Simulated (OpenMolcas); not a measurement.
## Multiconfigurational calculation on Re6+

Re6+ among 5 point charges of -1.5 e arranged as a trigonal bipyramid (D3h), 2.24 Å from the ion, with the axial distance 2.330 Å.

Input:

```
&GATEWAY
Coord
1

Re 0.0 0.0 0.0
Basis=ANO-RCC-VDZP
Group=NoSym
NoMove
AngMom=0.0 0.0 0.0
AMFI
XField
5 Angstrom 0
2.240000 0.000000 0.000000 -1.500000
-1.120000 1.939897 0.000000 -1.500000
-1.120000 -1.939897 0.000000 -1.500000
0.000000 0.000000 2.329600 -1.500000
0.000000 0.000000 -2.329600 -1.500000
&SEWARD
* reference wave functions (RASSCF and RASSI steps not shown): 1 electron in 5 orbitals (5d)
>>> COPY JOB001 $Project.JobIph
&CASPT2
Multistate=5 1 2 3 4 5
NoMult
Frozen=23
IPEA=0.25
Imaginary=0.1
MaxIter=60
WThr=0.0 0.3 0.05
PrWF=0.5
NoMix
```

Launched by
```bash
OMP_NUM_THREADS=1 MOLCAS_MEM=1689 MOLCAS_PROJECT=a pymolcas a.inp > a.log  # once for each step of the input, in one work folder
```

Output, cut to the results:

```
--- CASPT2 ---
Orbital specifications:
      -----------------------

      Symmetry species                           1
                                                 a
      Frozen orbitals                           23
      Inactive orbitals                         11
      Active orbitals                            5
      Secondary orbitals                        29
      Deleted orbitals                           0
      Number of basis functions                 68
Type of calculation                        SS-CASPT2
      Fock operator                              state-specific
      IPEA shift                                 0.25
      Real shift                                 0.00
      Imaginary shift                            0.10
      The input orbitals will be transformed to quasi-canonical
Reference energy:      -16679.4279341048
      E2 (Non-variational):      -0.6805593141
      Shift correction:          -0.0000787506
      E2 (Variational):          -0.6806380647
      Total energy:          -16680.1085721695
      Residual norm:              0.0000000660
      Reference weight:           0.94004
      Contributions to the CASPT2 correlation energy
      Active & Virtual Only:         -0.0000000002
      One Inactive Excited:          -0.0456755283
      Two Inactive Excited:          -0.6348837856
Reference energy:      -16679.4279341044
      E2 (Non-variational):      -0.6805593376
      Shift correction:          -0.0000787507
      E2 (Variational):          -0.6806380883
      Total energy:          -16680.1085721927
      Residual norm:              0.0000000655
      Reference weight:           0.94004
      Contributions to the CASPT2 correlation energy
      Active & Virtual Only:         -0.0000000002
      One Inactive Excited:          -0.0456755580
      Two Inactive Excited:          -0.6348837794
::    CASPT2 Root  1     Total energy: -16680.10857217
::    CASPT2 Root  2     Total energy: -16680.10857219
::    CASPT2 Root  3     Total energy: -16680.10715055
::    CASPT2 Root  4     Total energy: -16680.10754897
::    CASPT2 Root  5     Total energy: -16680.09204771
```

Spin-orbit levels above the lowest (labels of D3, the rotations of D3h), with the averaged single-state CASPT2 energies on the diagonal:

| E (cm-1) | Degeneracy | Label | 2S+1 | g |
| --- | --- | --- | --- | --- |
| 0 | 2 | E3/2 | 2 | 0.00 0.00 2.41 |
| 960 | 2 | E1/2 | 2 | 0.55 1.64 1.64 |
| 12100 | 2 | E3/2 | 2 | 0.00 0.00 3.59 |
| 12330 | 2 | E1/2 | 2 | 0.00 0.00 6.00 |
| 14520 | 2 | E1/2 | 2 | 1.45 3.64 3.64 |

Roots that are degenerate in the reference are averaged as groups; the widest CASPT2 spread within a group is 87 cm-1 (the 2-fold group of multiplicity 2 near 268 cm-1 above the lowest state of its run). Shifts and gaps below about the spread of the groups concerned are not significant. An orbital doublet at a regular site is open to a Jahn-Teller distortion, which this geometry leaves out. The ground term spreads over less than 5000 cm-1, several times less than with real ligands, so orbital moments are less quenched and χT lies further from the spin-only value than at real sites. Free-ion shares, where given, are those of the reference states; single-state CASPT2 does not remix them. Point charges carry no covalency, so the field is a model and not that of real ligands. No measured value stands beside these numbers.
